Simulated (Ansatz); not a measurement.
ClH2ISi, SMILES `Cl[SiH2]I`. The species carries charge 0 and has multiplicity 1. I: def2 effective core potential. The structure was optimised at the PBE0-D4/def2-TZVP level.

```xyz
5

Cl   -0.007    1.763    0.951
Si   -0.010    0.060   -0.179
I     0.114   -1.912    1.231
H     1.176    0.081   -1.059
H    -1.273    0.009   -0.944
```

What is the dipole moment at B3LYP/def2-TZVPP? (Estimate.)

Computed: 0.98 D, with components (-0.04, -0.17, -0.97) D in this frame, pointing from negative to positive charge.

And with PBE, r2SCAN, ωB97M-V? (Best estimate.)

Computed: PBE 0.88 D, r2SCAN 0.95 D, ωB97M-V 1.00 D.

Give the Mulliken charges with B3LYP, PBE, ωB97M-V in def2-TZVPP. (An estimate is asked.)

Computed: 
```csv
atom,B3LYP,PBE,ωB97M-V
Cl1,-0.22,-0.19,-0.19
Si2,0.42,0.35,0.30
I3,-0.13,-0.11,-0.11
H4,-0.04,-0.03,0.00
H5,-0.04,-0.03,0.00
```

B3LYP here is the variant with VWN-RPA as its local correlation; programs differ in this.
